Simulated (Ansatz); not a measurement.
`FB1O[SiH2]1` + `[OH][Y]([F])[Cl]` → `ClB1O[SiH2]1` + `[OH][Y]([F])[F]` at 600 K and 1 bar (redistribution).

Calculated with Ansatz (gas phase, PBE0-D4/def2-TZVP geometries, no zero-point term in ΔE). CBS: MP2 limit from def2 TZ/QZ plus the TZ coupled-cluster correction, frozen cores. def2 core potentials past Kr. For Y outer-core shells are correlated without core-valence functions, which leaves a few kJ/mol of doubt a bond. One conformer a species, not always the lowest.

```csv
species,CCSD(T)/CBS energy (Eh),H − E (kJ/mol),S (J/(mol·K))
`FB1O[SiH2]1`,-490.11622,112.1,344.1
`[OH][Y]([F])[Cl]`,-673.84260,86.5,417.0
`ClB1O[SiH2]1`,-850.08552,109.9,358.5
`[OH][Y]([F])[F]`,-313.85352,87.0,399.4
```

H − E and S are ideal-gas, rigid-rotor, harmonic terms from PBE0-D4/def2-TZVP, for one conformer and one mirror image of each species. 1 Eh = 2625.50 kJ/mol, R = 8.31446 J/(mol·K).

Problem. By hand: ΔE, ΔH, ΔS and ΔG.

Solution. ΔE = (-850.08552) + (-313.85352) − (-490.11622) − (-673.84260) = 0.01978 Eh = 51.9 kJ/mol. Δ(H − E) = 109.9 + 87.0 − 112.1 − 86.5 = -1.7, so ΔH = 50.2 kJ/mol. ΔS = 358.5 + 399.4 − 344.1 − 417.0 = -3.2 J/(mol·K). ΔG = 50.2 − 600 × (-3.2)/1000 = 52.1 kJ/mol.

Problem. By hand: the equilibrium constant, and the temperature at which ΔG would vanish if ΔH and ΔS stayed fixed.

Solution. log₁₀ K = −ΔG/(RT ln 10) = -4.5. ΔH and −TΔS have one sign here, so there is no such temperature. One of them is within its doubt of zero, so this could turn.

The number of gas molecules stays the same, so ΔS is small and ΔH decides. A doubt of 5 kJ/mol in ΔE shifts log₁₀ K by 0.4 here. Other conformers and mirror images would add mixing entropy, several J/(mol·K) or more a flexible species. Modes under 60 cm⁻¹, often nearly free rotors, make the harmonic entropy too high. These are equilibria of isolated gas molecules and say nothing of rates. Largest T1 diagnostic: 0.015 (customary marks: 0.02 for closed shells, 0.045 for open ones).
